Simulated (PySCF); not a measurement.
C$_{4}$H$_{3}$O (SMILES [c-]1ccoc1), charge -1, singlet, at a GFN2-xTB geometry (in this run its highest filled SCF level lies above zero, so its values depend strongly on the basis, on diffuse functions most of all); PySCF with B97M-V/STO-3G.

PySCF was given this input:
```python
from pyscf import gto, scf, dft

mol = gto.M(
    atom='''
O     0.003314   -0.000725    1.150856
C    -0.004809    1.109162    0.264486
C     0.006188   -1.058636    0.303081
C    -0.007157    0.814847   -1.065555
C     0.000394   -0.645473   -0.989758
H    -0.008079    2.061582    0.790059
H     0.012447   -2.041602    0.763395
H     0.001421   -1.333575   -1.833820
''',
    basis='sto-3g',
    charge=-1,
    spin=0,
    verbose=4,
)

mf = dft.RKS(mol)
mf.xc = 'b97m_v'
mf.grids.atom_grid = (99, 590)
mf.grids.prune = None
mf.kernel()
```

What the program printed (banner, timings and long lists left out):

```
PySCF version 2.14.0

[INPUT] verbose = 4
[INPUT] num. atoms = 8
[INPUT] num. electrons = 36
[INPUT] charge = -1
[INPUT] spin (= nelec alpha-beta = 2S) = 0
[INPUT] symmetry False subgroup None
[INPUT] Mole.unit = angstrom
[INPUT] Symbol           X                Y                Z      unit          X                Y                Z       unit  Magmom
[INPUT]  1 O      0.003314000000  -0.000725000000   1.150856000000 AA    0.006262552377  -0.001370051440   2.174802648812 Bohr   0.0
[INPUT]  2 C     -0.004809000000   1.109162000000   0.264486000000 AA   -0.009087692933   2.096012407775   0.499806103782 Bohr   0.0
[INPUT]  3 C      0.006188000000  -1.058636000000   0.303081000000 AA    0.011693625259  -2.000532105605   0.572740083559 Bohr   0.0
[INPUT]  4 C     -0.007157000000   0.814847000000  -1.065555000000 AA   -0.013524769874   1.539837663423  -2.013607120661 Bohr   0.0
[INPUT]  5 C      0.000394000000  -0.645473000000  -0.989758000000 AA    0.000744552093  -1.219767190801  -1.870371549597 Bohr   0.0
[INPUT]  6 H     -0.008079000000   2.061582000000   0.790059000000 AA   -0.015267097360   3.895825363333   1.492995132248 Bohr   0.0
[INPUT]  7 H      0.012447000000  -2.041602000000   0.763395000000 AA    0.023521421072  -3.858068635364   1.442607474862 Bohr   0.0
[INPUT]  8 H      0.001421000000  -1.333575000000  -1.833820000000 AA    0.002685300823  -2.520091516567  -3.465417561750 Bohr   0.0

nuclear repulsion = 150.781891628488
number of shells = 18
number of NR pGTOs = 84
number of NR cGTOs = 28
basis = sto-3g
ecp = {}

******** <class 'pyscf.dft.rks.RKS'> ********
method = RKS
initial guess = minao
damping factor = 0
level_shift factor = 0
DIIS = <class 'pyscf.scf.diis.CDIIS'>
diis_start_cycle = 1
diis_space = 8
diis_damp = 0
SCF conv_tol = 1e-09
SCF conv_tol_grad = None
SCF max_cycles = 50
direct_scf = True
direct_scf_tol = 1e-13
XC library pyscf.dft.libxc version 7.1.2
    S. Lehtola, C. Steigemann, M. J. T. Oliveira, and M. A. L. Marques,  SoftwareX 7, 1–5 (2018)
XC functionals = b97m_v
    N. Mardirossian and M. Head-Gordon,  J. Chem. Phys. 142, 074111 (2015)
radial grids:
    Treutler-Ahlrichs [JCP 102, 346 (1995); DOI:10.1063/1.469408] (M4) radial grids

becke partition: Becke, JCP 88, 2547 (1988); DOI:10.1063/1.454033
pruning grids: None
grids dens level: 3
symmetrized grids: False
atomic radii adjust function: <function treutler_atomic_radii_adjust>
User specified grid scheme (99, 590)
** Following is NLC and NLC Grids **
NLC functional = b97m_v
radial grids:
    Treutler-Ahlrichs [JCP 102, 346 (1995); DOI:10.1063/1.469408] (M4) radial grids

becke partition: Becke, JCP 88, 2547 (1988); DOI:10.1063/1.454033
pruning grids: <function nwchem_prune>
grids dens level: 3
symmetrized grids: False
atomic radii adjust function: <function treutler_atomic_radii_adjust>
small_rho_cutoff = 0
Set gradient conv threshold to 3.16228e-05
Initial guess from minao.
tot grids = 467280
tot grids = 99984
init E= -227.260312824884
  HOMO = -0.209643842418121  LUMO = 0.00690251480120674  gap/eV = 5.89253
cycle= 1 E= -226.251248970016  delta_E= 1.01  |g|= 0.496  |ddm|= 4.21
  HOMO = 0.376282418762707  LUMO = 0.377973246601273  gap/eV = 0.04601
cycle= 2 E= -224.891327784281  delta_E= 1.36  |g|= 1.45  |ddm|= 3.89
  HOMO = 0.222695277686455  LUMO = 0.423615030785474  gap/eV = 5.46730
cycle= 3 E= -226.270904051738  delta_E= -1.38  |g|= 0.473  |ddm|= 3.78
  HOMO = 0.230217044861982  LUMO = 0.393775953100078  gap/eV = 4.45066
cycle= 4 E= -226.334083844571  delta_E= -0.0632  |g|= 0.167  |ddm|= 0.527
  HOMO = 0.225189610293309  LUMO = 0.37572104707595  gap/eV = 4.09617
cycle= 5 E= -226.334520742795  delta_E= -0.000437  |g|= 0.165  |ddm|= 0.274
  HOMO = 0.235620034640475  LUMO = 0.369448210381824  gap/eV = 3.64165
cycle= 6 E= -226.342802498183  delta_E= -0.00828  |g|= 0.0477  |ddm|= 0.231
  HOMO = 0.245544352835175  LUMO = 0.37170512852191  gap/eV = 3.43301
cycle= 7 E= -226.343633259428  delta_E= -0.000831  |g|= 0.00507  |ddm|= 0.0788
  HOMO = 0.245192916313275  LUMO = 0.371769494206155  gap/eV = 3.44432
cycle= 8 E= -226.343630868467  delta_E= 2.39e-06  |g|= 0.00572  |ddm|= 0.0158
  HOMO = 0.245223714765756  LUMO = 0.371531307918032  gap/eV = 3.43700
cycle= 9 E= -226.343642783602  delta_E= -1.19e-05  |g|= 0.000111  |ddm|= 0.00871
  HOMO = 0.245227318067038  LUMO = 0.371545621650727  gap/eV = 3.43730
cycle= 10 E= -226.343642788164  delta_E= -4.56e-09  |g|= 3.07e-05  |ddm|= 0.00023
  HOMO = 0.245230784322388  LUMO = 0.37154372999377  gap/eV = 3.43715
cycle= 11 E= -226.343642788498  delta_E= -3.34e-10  |g|= 2.12e-06  |ddm|= 4.62e-05
  HOMO = 0.245230451349873  LUMO = 0.371543643440147  gap/eV = 3.43716
Extra cycle  E= -226.343642788494  delta_E= 3.75e-12  |g|= 3.74e-06  |ddm|= 8.53e-06
converged SCF energy = -226.343642788494
```
